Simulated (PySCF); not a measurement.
**How methods differ on the excitation energy of Zn**

Zn [Ar] 3d10 4s2 (1S) → Zn [Ar] 3d10 4s1 4p1 (3P), as a difference of total energies. Computed with PySCF 2.14 in aug-cc-pVTZ-PP with ECP10MDF (6s6p5d3f2g, 88 functions), with scalar relativity through the core potential. Correlated levels: valence: 3s2 3p6 frozen. The calculations carry no spin-orbit coupling.

```
           method  excitation energy (eV)
              UHF                   2.719
    MP2 (valence)                   3.889
SCS-MP2 (valence)                   3.994
   CCSD (valence)                   3.894
CCSD(T) (valence)                   4.009
```

**Question.** How much does correlation contribute at CCSD(T) (valence)?

**Answer.** 4.009 − (2.719) = 1.290 eV, measured against UHF.

Errors of the correlated levels include the incompleteness of this basis and the frozen core.

For comparison: 4.054 eV (measured; NIST levels, between the centres of gravity of the two terms).
